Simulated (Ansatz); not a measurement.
Geometry optimisation, Ansatz 0.2.0, RKS PBE-D4/def2-SVP.

Input file:

```yaml
crystal:
  periodic: [false, false, false]
  atoms:
    - { symbol: B, position_ang: [0.0, 0.0, 0.0] }
    - { symbol: Cl, position_ang: [0.0, 0.0, 2.21] }
    - { symbol: O, position_ang: [1.2211, 0.0, -0.705] }
    - { symbol: H, position_ang: [1.5209, -0.9519, -0.8599] }
    - { symbol: O, position_ang: [-1.2211, 0.0, -0.705] }
    - { symbol: H, position_ang: [-1.7308, -0.8467, -0.4965] }
    - { symbol: H, position_ang: [0.0668, 1.4124, 0.4698] }
    - { symbol: H, position_ang: [0.0595, 1.2578, 1.3665] }
basis:
  gaussian: { orbitals: def2-SVP }
hamiltonian:
  xc: pbe
  dispersion: d4
relax:
  f_tol: 0.15
  max_steps: 25
  restrain:
    - { distance: [0, 6], at: 2.39, k: 30.0 }
    - { distance: [7, 1], at: 2.57, k: 30.0 }
    - { distance: [0, 1], at: 1.86, k: 30.0 }
    - { distance: [7, 6], at: 0.66, k: 30.0 }
output:
  orbitals: {}
```

Launched with:

```bash
$ ansatz run input.yaml --threads 1 --pin off --max-ram 2048MiB --backend cpu --events-out ev --progress --plain --runs-dir out
```

Q: Where does it end, and by what steps?

A: The forces met the threshold. The restraints hold the end off the free minimum. After 9 steps the energy has fallen by 2.921 eV (the restraints' own energy left out); Cl2 moved furthest, 0.68 Å. Parted: Cl2–H8 (1.52 → 2.58 Å).

```csv
step,energy less start (eV),largest force component (eV/Å),accepted
0,0.0000,3.557,yes
1,-0.5566,2.059,yes
2,-0.9293,4.461,yes
3,-1.6066,3.240,yes
4,-2.2846,1.892,yes
5,-2.5552,1.422,yes
6,-2.7143,1.390,yes
7,-2.8598,1.588,yes
8,-2.9108,1.754,yes
9,-2.9208,1.750,yes
```

```xyz
8
Properties=species:S:1:pos:R:3
B 0.080 -0.463 0.192
Cl -0.208 -0.616 1.997
O 1.365 -0.461 -0.231
H 1.417 -0.413 -1.204
O -0.972 -0.412 -0.678
H -1.829 -0.471 -0.220
H 0.102 1.930 0.366
H -0.040 1.778 1.057
```

Time of the run: 27 s on 1 thread of Arm Neoverse V1, on a shared host, peak memory 0.14 GiB.
